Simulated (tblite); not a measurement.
Problem. Write Cartesian coordinates for `[O][C@H]1C=COC(F)=C1` [radical] as optimised with GFN2-xTB. (Doublet state.)

Solution. 
```
atom  x, y, z in Å
O1    -0.257   -2.217    0.871
C2    -0.145   -1.175    0.096
C3    -1.275   -0.159    0.089
C4    -1.053    1.139   -0.087
O5     0.177    1.697   -0.264
C6     1.225    0.869   -0.122
F7     2.366    1.560   -0.149
C8     1.186   -0.447    0.063
H9    -0.221   -1.618   -0.950
H10   -2.267   -0.535    0.270
H11   -1.822    1.897   -0.078
H12    2.085   -1.012    0.236
```

Any rigid rotation of these coordinates is as good. Atoms count from 1 in this order. The C–O distances run from 1.304 Å (O1–C2, drawn single) to 1.362 Å (C4–O5, drawn single), a spread of 0.058 Å. The 4 C–C bonds span 1.329 Å (C3=C4, drawn double) to 1.520 Å (C2–C3, drawn single), a spread of 0.191 Å. C8 (carbon bonded to 2 C and H) is planar (angles 121.2°, 120.2° and 118.5°, sum 359.9°, 0.02 Å off the plane of its three neighbours). The 6-membered ring C2–C3–C4–O5–C6–C8 has internal angles of 109.4° to 127.0° (sum 719°, against 720° for a flat polygon); it is slightly puckered (a soft mode that the optimisation may not have finished), 0.04 Å rms from its mean plane, widest ring torsion 8°.

Bonds between heavy atoms (Å): O1–C2 1.304, C2–C3 1.520, C3=C4 1.329, C4–O5 1.362, O5–C6 1.343, C6–F7 1.334, C6=C8 1.329, C2–C8 1.517.

The geometry is computed with GFN2-xTB (gas phase). This method treats the open shell by occupation alone, without spin polarisation.

Point group: C1 (no symmetry element, even within 0.4 Å). Its GFN2-xTB frequencies are all real (lowest 101 cm⁻¹).

On an Intel Xeon at 2.50 GHz with one thread, no GPU, shared host, this took 0.66 s of wall time. These figures are those of the optimisation.
